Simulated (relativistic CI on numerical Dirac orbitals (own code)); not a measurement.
## What each ingredient does to the levels of Zr20+

Base calculation: Dirac-Coulomb-Breit CI, KLI orbitals optimised for each configuration, a model potential for QED, unscaled Slater integrals.

Configurations in the expansion (outside the closed core [Ne]): 3s2 3p6 3d2, 3s2 3p5 3d3, 3s 3p6 3d3, 3s2 3p6 3d 4s, 3s2 3p6 3d 4p, 3s2 3p6 3d 4d, 3s2 3p6 3d 4f, 3s2 3p5 3d2 4s, 3s2 3p5 3d2 4p, 3s2 3p6 4s2, 3s2 3p6 4s 4p, 3p6 3d4, 3p5 3d5. Double excitations out of closed p, d and f shells are left out; levels of such configurations are missing from the list, as are those of other unlisted configurations, and high levels can miss mixing partners. These lack a partner that the ground configuration has and come out too high: 3s2 3p5 3d2 4s, 3s2 3p5 3d2 4p.

Variants: (1) valence Slater integrals scaled by 0.9; (2) QED terms removed; (3) only the first 3 configurations. Shifts of the energy above 3s2 3p6 3d2 3F_2, in cm⁻¹, for the lowest level and the first level of each name with at least 55 % of one term (blank where a level changes its place among those of its configuration and J or its character, or is not in the variant):

| Level | Base | Δ(1) | Δ(2) | Δ(3) |
| --- | --- | --- | --- | --- |
| 3s2 3p6 3d2 3F_2 | 0 | 0 | 0 | 0 |
| 3s2 3p6 3d2 3F_3 | 20490 | +272 | -74 | +28 |
| 3s2 3p6 3d2 3F_4 | 39674 | -28 | -128 | +39 |
| 3s2 3p6 3d2 3P_0 | 60603 | -4900 | -21 | +213 |
| 3s2 3p6 3d2 1D_2 | 61518 | -3818 | -62 | +1 |
| 3s2 3p6 3d2 3P_1 | 71094 | -4407 | -68 | +138 |
| 3s2 3p6 3d2 3P_2 | 93234 | -4110 | -151 | +70 |
| 3s2 3p6 3d2 1G_4 | 96981 | -6242 | -105 | -281 |
| 3s2 3p6 3d2 1S_0 | 204924 | -16420 | -119 | +2152 |
| 3s2 3p5 3d3 5D°_1 | 889500 | +12704 | +219 | -1077 |
| 3s2 3p5 3d3 5D°_0 | 894335 | +12805 | +203 | -1089 |
| 3s2 3p5 3d3 5S°_2 | 903695 | +13594 | +147 | -1057 |
| 3s2 3p5 3d3 5F°_5 | 919269 | +11761 | +137 | -1127 |
| 3s2 3p5 3d3 5G°_6 | 941378 | +9717 | +128 | -1137 |
| 3s2 3p5 3d3 3G°_3 | 957723 | +6098 | +207 | -992 |
| 3s2 3p5 3d3 3F°_2 | 963356 | +8235 | +124 | -977 |
| 3s2 3p5 3d3 3P°_1 | 984982 | +4908 | +163 | -527 |
| 3s2 3p5 3d3 3D°_3 | 987326 | +5265 | +136 | -841 |
| 3s2 3p5 3d3 3G°_5 | 990988 | +4069 | +160 | -1007 |
| 3s2 3p5 3d3 3H°_6 | 995552 | +3264 | +167 | -1097 |
| 3s2 3p5 3d3 3P°_0 | 1004281 | +497 | +237 | -882 |
| 3s2 3p5 3d3 3I°_7 | 1012243 | +2620 | +129 | -1138 |

At this charge energies of transitions that change n are usually good to better than 1 %, and those within a shell (Δn = 0) to a few per cent. Terms inside the open d or f shell come out 10 to 20 % too wide with unscaled integrals.

Ionisation energy from the two ground configurations alone: base 863.821 eV; valence Slater integrals scaled by 0.9 863.441 eV. The NIST ASD value (theoretical) is 863 eV.

LS names give the leading component of a level, which can be under half, so a name can repeat, a term be missing and a line seem to break the LS rules.
